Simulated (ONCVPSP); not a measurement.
## Co: variants of one ONCV potential

Base potential:

```json
{
 "Element": "Co (Z = 27)",
 "Generator": "ONCVPSP 4.0.1",
 "Type": "optimised norm-conserving Vanderbilt (ONCV)",
 "Functional": "Wu-Cohen",
 "Relativity": "scalar-relativistic",
 "Frozen core": "[Ne]",
 "Valence charge": "17",
 "Reference configuration": "3s2 3p6 3d7.5 4s1.5",
 "Partial waves": "3s+4s: rc 1.55 bohr, ncon 4, nbas 7, qcut 8.4 1/bohr, 2 projectors; 3p: rc 0.85 bohr, ncon 5, nbas 8, qcut 11 1/bohr, 1 projector; 3d: rc 1.65 bohr, ncon 4, nbas 8, qcut 8.4 1/bohr, 1 projector",
 "Local potential": "polynomial inside 0.60 bohr (lpopt 5, dvloc0 -1 Ha)",
 "Core correction": "Teter function, fcfact 4, rcfact 1.2"
}
```

Cutoffs, loose and tight: the cutoffs (Ha) at which the residual kinetic energy of the hardest occupied pseudo-wave falls to 1 and 0.1 mHa per electron. They do not see the model core or the augmentation charge, which bear on the density cutoff. Test errors are all-electron minus pseudo excitation energies from the reference, over the configurations 3s2 3p6 3d7 4s2; 3s2 3p6 3d7 4s1; 3s2 3p6 3d7 4s0; 3s2 3p5 3d7 4s2. A dash means not determined; rows that change the core or the reference have their own tests.

```tsv
change	outcome	cutoff, loose	cutoff, tight	bound ghosts	GHOST(+) flags above zero	largest test error (meV)
base	generated	93 Ha	238 Ha	none	s	-373
all radii but the core radius scaled by about 0.82 (s 1.28, p 0.70, d 1.36 bohr); local potential polynomial inside 0.50 bohr (lpopt 5, dvloc0 -1 Ha)	generated	105 Ha	216 Ha	none	s	-226
all radii but the core radius scaled by about 1.09 (s 1.68, p 0.92, d 1.80 bohr); local potential polynomial inside 0.66 bohr (lpopt 5, dvloc0 -1 Ha)	generated	58 Ha	197 Ha	none	s	-444
all radii but the core radius scaled by about 1.20 (s 1.86, p 1.02, d 1.98 bohr); local potential polynomial inside 0.72 bohr (lpopt 5, dvloc0 -1 Ha)	generated	35 Ha	95 Ha	none	none	-525
```

Question: What comes out with this change to the base: all radii but the core radius scaled by about 1.31 (s 2.04, p 1.12, d 2.16 bohr); local potential polynomial inside 0.78 bohr (lpopt 5, dvloc0 -1 Ha)?

Answer: outcome: generated; cutoff, loose: 35 Ha; cutoff, tight: 42 Ha; bound ghosts: none; GHOST(+) flags above zero: none; largest test error (meV): -601.

Question: What comes out with this change to the base: all radii but the core radius scaled by about 0.92 (s 1.42, p 0.78, d 1.52 bohr); local potential polynomial inside 0.56 bohr (lpopt 5, dvloc0 -1 Ha)?

Answer: outcome: generated; cutoff, loose: 115 Ha; cutoff, tight: 271 Ha; bound ghosts: none; GHOST(+) flags above zero: s, d; largest test error (meV): -305.

Reading the sweep of the scale of all radii but the core radius (base = 1) (base included, trends over the rows without a ghost): The loose cutoff is not monotonic: lowest 35 Ha at 1.2, highest 115 Ha at 0.92. The median size of the test errors (rows with all tests solved) rises from 5.0 meV at 0.82 to 24.2 meV at 1.31. More of the atom is replaced by a form fitted at one configuration, so other configurations suffer as the radius grows.
